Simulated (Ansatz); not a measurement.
Computed with Ansatz on PBE0-D4/def2-TZVP structures; ΔE is electronic, products minus reactants. CCSD(T)/CBS is the MP2 limit (def2-TZVPP, def2-QZVPP) plus CCSD(T) − MP2 in def2-TZVPP, frozen cores. DFT in def2-TZVPP. B3LYP here is the variant with VWN-RPA as its local correlation; programs differ in this. Each species was taken in one conformer, which may not be the lowest.

Consider the formal exchange of groups at a B–C bond: `N=C(F)BS` + `N[SiH2]CF` → `FC[SiH2]BS` + `N=C(N)F`.

| level | ΔE (kJ/mol) |
| --- | --- |
| ωB97M-V | 79.0 |
| B3LYP | 74.1 |

**Question.** What does CCSD(T)/CBS give? (Best estimate.)

**Answer.** Computed: +82.9 kJ/mol. The listed levels differ from it by -3.9, -8.8 kJ/mol.

Largest T1 diagnostic among the species: 0.016.

In def2-TZVPP, CCSD(T) changes the Hartree–Fock value by +4.3 kJ/mol (the triples alone add +0.4 kJ/mol) and MP2 by +8.2 kJ/mol.
